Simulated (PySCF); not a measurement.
Multinuclear NMR of C5H8BNO2

Bonds (- single, = double, # triple, : aromatic): C1-N2, N2=C3, C3-C4, C4=O5, O5-B6, B6-O7, O7-C8, C8=C9, C9-C4. C1 carries H10, H11, H12; C3 carries H13; B6 carries H14, H15; C8 carries H16; C9 carries H17. Formal charges: O5 +1, B6 -1. Stereochemistry as in C/N=C\C1=[O+][BH2-]OC=C1.

No relativistic terms, equivalent nuclei averaged, gas phase, one conformer. Couplings computed with B3LYP/pcJ-1 (spin–dipole term only in couplings to heteroatoms); shieldings: GIAO PBE0/pcSseg-1; PBE0-D3(BJ)/def2-SVP geometry; PySCF.

**Question.** What are the ¹⁵N shifts?

**Answer.** 
```json
{"atoms": "N2", "environment": "imine nitrogen", "σ (ppm)": "-216.7", "δ (ppm)": "47.9"}
```

Shieldings were converted by a linear fit to measured shifts: ¹⁵N (scatter 7.2 ppm rms vs CH3NO2, solution or neat liquid). A few per cent of atoms miss by over 2 rms, more outside the fitted compound classes. Couplings are scaled by factors fitted to measured values: ²J(H,H) × 0.91 (rms 0.6 Hz), ³J(H,H) × 0.91 (rms 0.4 Hz, 0.5 with 2 outliers); all others are unscaled and can be 10–30 % off.

Couplings (the largest are listed; each averaged over equivalent pairs): ²J(N2,H13) = -13.2 Hz. Signs are for ¹⁵N, whose magnetogyric ratio is negative.

On a 500 MHz spectrometer ¹⁵N resonates near 50.7 MHz, so 1 ppm is 50.7 Hz.

**Question.** Where does ¹⁷O resonate?

**Answer.** 
```csv
atoms,environment,σ (ppm),δ (ppm)
O7,"oxygen bonded to C, B, in a 6-membered ring",40.4,228.1
O5,donor oxygen of a Lewis adduct,66.7,204.5
```

Shieldings were converted by a linear fit to measured shifts: ¹⁷O: δ = 264.06 − 0.892σ (rms 13.4 ppm, 147 shifts, 14.2 ppm with the 1 outlier that the fit left out vs liquid water, solution or neat liquid). A few per cent of atoms miss by over 2 rms, more outside the fitted compound classes. Couplings are scaled by factors fitted to measured values: ²J(H,H) × 0.91 (rms 0.6 Hz), ³J(H,H) × 0.91 (rms 0.4 Hz, 0.5 with 2 outliers); all others are unscaled and can be 10–30 % off.

Couplings (the largest are listed; each averaged over equivalent pairs; quadrupolar broadening usually hides them): ¹J(O5,B6) = 10.4 Hz, ¹J(B6,O7) = 10.3 Hz, ²J(O7,H16) = -16.1 Hz, ²J(O5,H14) = -9.4 Hz, ²J(O7,H14) = -9.3 Hz, ³J(O5,H13) = -6.6 Hz, ³J(O7,H17) = -1.0 Hz.

On a 300 MHz spectrometer ¹⁷O resonates near 40.7 MHz, so 1 ppm is 40.7 Hz.
